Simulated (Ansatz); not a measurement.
One change: `C[SiH2][SiH2]F` becomes `C[SiH2][SiH2]Br`.

Ansatz, PBE0-D4/def2-TZVP geometries, multiplicity 1. Each molecule was computed in one conformer, which needn't be the lowest.

Scalar relativity is left out up to krypton.

```
                                      property  `C[SiH2][SiH2]F`
       HOMO–LUMO gap (ωB97M-V/def2-TZVPP) / eV             11.34
          HOMO–LUMO gap (PBE0/def2-TZVPP) / eV              7.54
size of the dipole moment (PBE/def2-TZVPP) / D              1.45
           HOMO energy (B3LYP/def2-TZVPP) / eV             -7.87
         HOMO–LUMO gap (B3LYP/def2-TZVPP) / eV              7.16
         HOMO energy (ωB97M-V/def2-TZVPP) / eV            -10.10
```

(1) Give the same properties after the change, and the shifts. (Estimate.)

## Answers

(1) Ansatz gave: 
```
                                      property  `C[SiH2][SiH2]Br`  shift
       HOMO–LUMO gap (ωB97M-V/def2-TZVPP) / eV              10.97  -0.37
          HOMO–LUMO gap (PBE0/def2-TZVPP) / eV               7.13  -0.41
size of the dipole moment (PBE/def2-TZVPP) / D               1.59   0.14
           HOMO energy (B3LYP/def2-TZVPP) / eV              -7.57   0.30
         HOMO–LUMO gap (B3LYP/def2-TZVPP) / eV               6.74  -0.42
         HOMO energy (ωB97M-V/def2-TZVPP) / eV              -9.84   0.26
```

With PBE0 the HOMO rises by 0.27 eV and the LUMO falls by 0.14 eV, so the gap narrows by about 0.41 eV. PBE moves the HOMO by 0.23 eV and ωB97M-V by 0.26 eV. Dipoles are sizes alone; their direction can turn.

B3LYP here is the variant with VWN-RPA as its local correlation; programs differ in this.

Spin–orbit coupling is left out; it splits and shifts lone-pair levels of the heavy atoms by tenths of an eV.
